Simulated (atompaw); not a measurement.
# Reading a pseudo-wave (Cs (Z = 55))

Columns: radius, all-electron u(r) and pseudo u(r) of the 5d shell (level -0.48 eV) of caesium in the configuration [Kr] 4d10 5s2 5p6 5d0 6s1 6p0; LDA (PW92), scalar-relativistic, PAW (atompaw) scheme, atompaw 4.2.0.5.

| r (bohr) | all-electron | pseudo |
| --- | --- | --- |
| 0.115 | 0.0701 | 0.0001 |
| 0.231 | 0.0702 | 0.0011 |
| 0.346 | -0.0182 | 0.0038 |
| 0.462 | -0.0998 | 0.0088 |
| 0.577 | -0.1379 | 0.0167 |
| 0.692 | -0.1355 | 0.0279 |
| 0.808 | -0.1053 | 0.0426 |
| 0.923 | -0.0600 | 0.0607 |
| 1.038 | -0.0085 | 0.0820 |
| 1.154 | 0.0444 | 0.1062 |
| 1.269 | 0.0944 | 0.1324 |
| 1.385 | 0.1407 | 0.1604 |
| 1.500 | 0.1819 | 0.1887 |
| 1.615 | 0.2182 | 0.2169 |
| 1.731 | 0.2500 | 0.2445 |
| 1.846 | 0.2770 | 0.2701 |
| 1.962 | 0.3003 | 0.2937 |
| 2.077 | 0.3198 | 0.3145 |
| 2.192 | 0.3361 | 0.3324 |
| 2.308 | 0.3498 | 0.3475 |
| 2.423 | 0.3609 | 0.3598 |
| 2.538 | 0.3700 | 0.3695 |
| 2.654 | 0.3774 | 0.3773 |
| 2.769 | 0.3832 | 0.3831 |
| 2.885 | 0.3876 | 0.3876 |
| 3.000 | 0.3909 | 0.3909 |

(1) How many radial nodes do the two functions have?

(2) Is the pseudo-wave norm-conserving?

Answers

(1) The all-electron 5d function has n − l − 1 = 2; the pseudo-wave has 0, since the states of the same l below it are removed with the core.

(2) No, it belongs to a PAW set: the norm inside the radius is not constrained, and the difference is carried by the augmentation charge.
